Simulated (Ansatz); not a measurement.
`BN1B[SiH2]1` + `S[CH2][GeH3]` → `BS[CH2][GeH3]` + `B1N[SiH2]1`  (ligand exchange at a B–N bond)

Calculated with Ansatz (gas phase, PBE0-D4/def2-TZVP geometries, no zero-point term in ΔE). CCSD(T)/CBS adds triple-zeta CCSD(T) − MP2 to the extrapolated MP2 energy (def2 sets, frozen cores). Functionals use def2-TZVPP. For Ge outer-core shells are correlated without core-valence functions, which leaves a few kJ/mol of doubt a bond. Scalar relativity is left out up to krypton. One conformer a species, not always the lowest.

`BN1B[SiH2]1`:

```xyz
9

B    -1.090   -1.198    0.024
N    -0.199   -0.090    0.090
B    -0.094    1.114    0.805
Si    1.281    0.716   -0.484
H    -0.869   -2.096   -0.735
H    -2.052   -1.205    0.739
H    -0.749    1.644    1.642
H     2.534   -0.014   -0.173
H     1.240    1.128   -1.908
```

`S[CH2][GeH3]`:

```xyz
9

S    -0.165   -2.065    0.228
C     0.373   -0.575   -0.644
Ge   -0.330    1.069    0.166
H     0.222   -1.695    1.460
H    -0.030   -0.669   -1.654
H     1.460   -0.542   -0.725
H     0.226    2.310   -0.559
H     0.108    1.106    1.641
H    -1.863    1.061    0.086
```

`BS[CH2][GeH3]`:

```xyz
11

B    -0.860    0.719   -1.920
S    -1.196   -0.684   -0.929
C     0.320   -0.989    0.012
Ge    0.430    0.149    1.612
H    -1.755    1.087   -2.616
H     0.207    1.253   -1.896
H     0.307   -2.039    0.309
H     1.185   -0.826   -0.630
H     0.473    1.618    1.166
H    -0.811   -0.093    2.483
H     1.701   -0.195    2.409
```

`B1N[SiH2]1`:

```xyz
7

B    -1.109   -0.259   -0.129
N    -0.006   -0.643    0.601
Si    0.559    0.660   -0.432
H    -2.248   -0.587   -0.204
H     0.215   -1.322    1.313
H     1.583    0.269   -1.435
H     1.005    1.883    0.284
```

CCSD(T)/CBS gives -0.21 eV.

(1) Another level gave -0.20 eV. Which?
A. ωB97M-V/def2-TZVPP
B. HF/def2-TZVPP
C. SCS-MP2/def2-TZVPP
D. r2SCAN/def2-TZVPP

Largest T1 diagnostic among the species: 0.014.

Answers

(1) A. ωB97M-V -0.20, r2SCAN -0.28, SCS-MP2/def2-TZVPP -0.16, HF/def2-TZVPP 0.06 eV.

In def2-TZVPP, CCSD(T) changes the Hartree–Fock value by −0.27 eV (the triples alone add −0.05 eV) and MP2 by −0.28 eV. From PBE to PBE0 (25 % exact exchange), in def2-TZVPP and without D4, ΔE moves by +0.06 eV.
